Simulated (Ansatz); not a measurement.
Cl2GaGeH3, SMILES `[Cl][Ga]([Cl])[GeH3]`. The species carries charge 0 and has multiplicity 1.

```json
{"atom": "Cl1", "x (Å)": "1.494", "y (Å)": "-1.165", "z (Å)": "2.350"}
{"atom": "Ga2", "x (Å)": "0.566", "y (Å)": "0.301", "z (Å)": "1.094"}
{"atom": "Cl3", "x (Å)": "0.721", "y (Å)": "2.299", "z (Å)": "1.848"}
{"atom": "Ge4", "x (Å)": "-0.532", "y (Å)": "-0.266", "z (Å)": "-0.995"}
{"atom": "H5", "x (Å)": "-1.414", "y (Å)": "0.901", "z (Å)": "-1.455"}
{"atom": "H6", "x (Å)": "-1.382", "y (Å)": "-1.527", "z (Å)": "-0.794"}
{"atom": "H7", "x (Å)": "0.549", "y (Å)": "-0.544", "z (Å)": "-2.049"}
```

Question: List the harmonic frequencies (cm⁻¹, unscaled) at PBE0-D4/def2-TZVP in Ansatz. (An estimate is asked.)

Answer: Ansatz gave: 9i, 70, 107, 120, 239, 416, 431, 438, 458, 774, 876, 877, 2158, 2171, 2178.
